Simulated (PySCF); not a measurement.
# Atomic charges by several schemes

Compound: C8H14P (charge +1).
Geometry (GFN2-xTB, Å), atoms numbered from 1 in this order:
```
atom  x, y, z in Å
C1     2.9274    0.5620    0.8166
C2     2.4217    0.3022   -0.5948
C3     1.3528   -0.7931   -0.6252
P4    -0.0332   -0.4662    0.5112
C5    -0.7392    1.1585    0.3514
C6    -2.0349    1.3234    0.0820
C7    -3.0556    0.2614   -0.1135
C8    -2.6067   -1.1545   -0.0544
C9    -1.3749   -1.5930    0.2042
H10    3.7455    1.2764    0.7969
H11    3.2921   -0.3561    1.2720
H12    2.1361    0.9772    1.4445
H13    3.2517   -0.0145   -1.2281
H14    2.0194    1.2236   -1.0205
H15    1.7808   -1.7590   -0.3349
H16    0.9277   -0.8975   -1.6294
H17    0.4146   -0.6667    1.8040
H18   -0.0784    2.0056    0.4762
H19   -2.4193    2.3317   -0.0126
H20   -3.5521    0.4294   -1.0771
H21   -3.8497    0.4049    0.6301
H22   -3.3881   -1.8794   -0.2459
H23   -1.1423   -2.6496    0.2201
```

Density: PBE0/pcSseg-1 (PySCF); schemes: Mulliken, IAO, Hirshfeld and ESP-fitted. The structure is a single GFN2-xTB conformer in the gas phase; no vibrational or solvent corrections.

Problem. Do the Mulliken, IAO, Hirshfeld and ESP-fitted schemes agree on where the charge is lowest?

Solution. The schemes don't all agree: Mulliken C3 (-0.415); IAO C3 (-0.464); Hirshfeld C1 (-0.109); ESP-fitted C9 (-0.637).

Problem. For which atoms does the sign change between the 4 schemes (beyond +0.03 e in one, beyond −0.03 e in another)?

Solution. C2, C6 and C8. Atomic charges aren't observables, and each scheme defines them in its own way.

Problem. What partial charge does each atom carry?

Solution. In e:

```
atom                     environment  Mulliken     IAO  Hirshfeld  ESP-fitted
  C1                   methyl carbon    -0.307  -0.424     -0.109      -0.275
  C2                chain CH2 carbon    -0.272  -0.253     -0.052      +0.129
  C3  sp3 carbon bound to phosphorus    -0.415  -0.464     -0.080      -0.419
  P4          phosphonium phosphorus    +0.722  +1.071     +0.451      +0.936
  C5                alkene CH carbon    -0.391  -0.421     -0.088      -0.570
  C6                alkene CH carbon    -0.064  -0.054     +0.029      +0.139
  C7                  allylic carbon    -0.196  -0.292     -0.046      -0.191
  C8                alkene CH carbon    -0.070  -0.062     +0.025      +0.186
  C9                alkene CH carbon    -0.386  -0.416     -0.089      -0.637
 H10                 methyl hydrogen    +0.163  +0.175     +0.067      +0.115
 H11                 methyl hydrogen    +0.137  +0.150     +0.052      +0.090
 H12                 methyl hydrogen    +0.122  +0.120     +0.037      +0.046
 H13              methylene hydrogen    +0.172  +0.172     +0.067      +0.064
 H14              methylene hydrogen    +0.150  +0.148     +0.050      +0.014
 H15              methylene hydrogen    +0.194  +0.179     +0.073      +0.155
 H16              methylene hydrogen    +0.200  +0.185     +0.070      +0.164
 H17                    P–H hydrogen    +0.159  +0.016     +0.049      +0.017
 H18                vinylic hydrogen    +0.178  +0.192     +0.074      +0.255
 H19                vinylic hydrogen    +0.161  +0.192     +0.086      +0.133
 H20              methylene hydrogen    +0.201  +0.200     +0.085      +0.134
 H21              methylene hydrogen    +0.205  +0.203     +0.086      +0.135
 H22                vinylic hydrogen    +0.160  +0.191     +0.086      +0.124
 H23                vinylic hydrogen    +0.176  +0.193     +0.077      +0.255
```

Mean size of the charges over all atoms: IAO 0.251 e, Mulliken 0.226 e, ESP-fitted 0.225 e, Hirshfeld 0.084 e. Each set sums to the total charge, 1, to within 0.001 e. The Mulliken scheme counts on each atom the diagonal of the density matrix times the overlap matrix over that atom's basis functions.

Problem. Sum the charges by element, for elements with more than one atom.

Solution. 
```json
{"element": "C", "atoms": "8", "Mulliken": "-2.100", "IAO": "-2.387", "Hirshfeld": "-0.410", "ESP-fitted": "-1.639"}
{"element": "H", "atoms": "14", "Mulliken": "+2.377", "IAO": "+2.315", "Hirshfeld": "+0.958", "ESP-fitted": "+1.702"}
```

Problem. How closely do the schemes follow one another over all atoms?

Solution. Correlation coefficient and root-mean-square difference: Mulliken with IAO 0.98, 0.087 e; IAO with Hirshfeld 0.97, 0.220 e; Mulliken with Hirshfeld 0.93, 0.167 e; IAO with ESP-fitted 0.91, 0.138 e; Hirshfeld with ESP-fitted 0.89, 0.218 e; Mulliken with ESP-fitted 0.88, 0.147 e.

The run behind these numbers computed NMR shieldings as well. Hardware: Arm Neoverse V1, one thread, no GPU (shared host). Cost: 58 s of wall time (with the writing of density and orbital grids), 1.1 GiB resident at most.
